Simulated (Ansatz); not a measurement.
The molecule ClF+, multiplicity 2 (lowest of 2S+1 = 2, 4 at CCSD(T)/def2-TZVPP on PBE0 minima; our sources give no spin for the ground state, which may be another).

Constants: fifth-degree fit in 1/R to seven points, most abundant isotopes. Runs in def2 and cc sets follow the lowest solution found near the PBE0 minimum.

Run with Ansatz (Gaussian basis) for Hartree–Fock, density functionals and correlated methods. Values without a source in brackets are computed.

What bond length and harmonic frequency does B97M-V/def2-TZVPP give?

r_e = 1.532 Å, ω_e = 949 cm⁻¹.

What bond length and harmonic frequency does PBE0/def2-TZVPP give?

r_e = 1.524 Å, ω_e = 984 cm⁻¹.

What bond length and harmonic frequency does wB97M-V/def2-TZVPP give?

r_e = 1.527 Å, ω_e = 988 cm⁻¹.

Ansatz is a quantum-chemistry and plane-wave program.
